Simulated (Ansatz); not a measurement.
## Which is lower?

The two ends of one reaction step of BNH5O2F, singlet (PBE0-D4/def2-TZVP).

A:

```
10
angstrom
B -0.1680 0.1018 -0.4905
F 0.4204 -0.6554 -1.5055
O 0.2850 1.4469 -0.4488
O -1.5621 -0.0728 -0.3216
H 1.4438 -0.7835 0.8525
N 0.4374 -0.6678 0.8964
H 0.9723 1.5943 -1.0997
H -2.0277 0.7235 -0.5780
H 0.1992 -0.1082 1.7078
H -0.0003 -1.5789 0.9874
```

B:

```xyz
10
angstrom
B -0.6094 0.3671 0.0289
F 2.0179 -0.8992 -1.0083
O -0.0167 1.3595 -0.6938
O -1.9599 0.2035 -0.0092
H 1.3155 -1.0199 -0.3698
N 0.1679 -0.5735 0.8141
H 0.9257 1.2251 -0.8330
H -2.3730 0.7864 -0.6512
H 0.8974 -0.1880 1.3970
H -0.3653 -1.2611 1.3254
```

Program: Ansatz 0.2.0. Basis: def2-TZVPP. Cores are frozen in the correlated methods. B3LYP uses VWN-RPA correlation.

**Question.** Which structure is lower at CCSD(T), and by how much? (Judge from chemistry; the value comes from the calculation.)

**Answer.** The calculation gives: A, by 12.21 kcal/mol (electronic energy, against the other). By their contacts, A is BNH₅O₂F ([NH3][B]([OH])([OH])[F]) and B is a complex of BNH₄O₂ ([NH2][B]([OH])[OH]) + HF.

All methods give the same order:

| method | E(B) − E(A) (kcal/mol) |
| --- | --- |
| SPW92 | 10.61 |
| PBE-D4 | 8.35 |
| BLYP-D4 | 7.13 |
| r2SCAN-D4 | 11.15 |
| B97M-V | 11.74 |
| PBE0-D4 | 10.38 |
| B3LYP-D4 | 8.94 |
| r2SCAN0-D4 | 12.14 |
| BHLYP-D4 | 11.32 |
| CAM-B3LYP-D4 | 10.43 |
| wB97X-V | 11.80 |
| wB97M-V | 11.43 |
| B2PLYP | 10.10 |
| PBE-QIDH | 12.13 |
| RPA on PBE | 12.57 |
| HF | 11.97 |
| MP2 | 11.62 |
| CCSD | 12.43 |
| CCSD(T) | 12.21 |

T1 diagnostic: at most 0.012.

Labels in which every atom is bracketed show which atoms are joined, not bond orders.

For scale, one of the runs: CCSD(T)/def2-TZVPP, 225 basis functions, launched by `ansatz run in.yaml --threads 4 --pin off --events-out ev --progress --plain --max-ram 9574MiB`. Hardware: 4 CPU threads of an Arm Neoverse N1, shared host. Wall time 3.1 min; peak host memory 4.1 GiB.
